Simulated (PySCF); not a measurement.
Sn(F)(Cl)(OH)2 (ClFH2O2Sn), SMILES [OH][Sn]([OH])([F])[Cl].

Geometry: PBE0-D3(BJ)/def2-SVP. The structure was generated by enumeration; whether it is a known compound was not checked. The def2 effective core potentials stand for the cores of Sn; spin–orbit coupling is left out. Other conformers were not sampled.

Calculation: PBE0-D3(BJ)/def2-SVP run with PySCF.

Frequencies are harmonic and unscaled.

```tsv
mode	ν (cm⁻¹)	IR (km/mol)	Raman (Å⁴/amu)	depolarisation	moving atoms (share of kinetic energy)
1	80	73.6	2.0	0.75	H 44 %, O 32 %, F 14 %, Cl 9 %
2	104	8.7	1.9	0.74	H 71 %, O 12 %, F 11 %
3	136	4.0	1.2	0.75	O 36 %, Cl 20 %, H 18 %, F 18 %
4	149	20.1	1.5	0.75	O 29 %, Cl 22 %, Sn 20 %, H 17 %, F 11 %
5	175	36.8	1.2	0.74	O 45 %, F 28 %, Sn 17 %
6	182	31.1	3.1	0.72	O 44 %, F 22 %, H 15 %, Sn 15 %
7	212	133.6	0.7	0.74	O 41 %, H 37 %, F 18 %
8	399	47.7	10.8	0.17	Cl 77 %, Sn 20 %
9	637	39.1	22.2	0.01	O 55 %, F 38 %
10	658	77.4	5.0	0.56	O 43 %, F 40 %, Sn 16 %
11	671	78.5	6.2	0.61	O 76 %, Sn 16 %
12	867	64.8	1.0	0.67	H 93 %
13	889	79.2	1.0	0.72	H 92 %
14	3869	121.8	100.8	0.34	H 94 %
15	3876	104.0	112.9	0.21	H 94 %
```
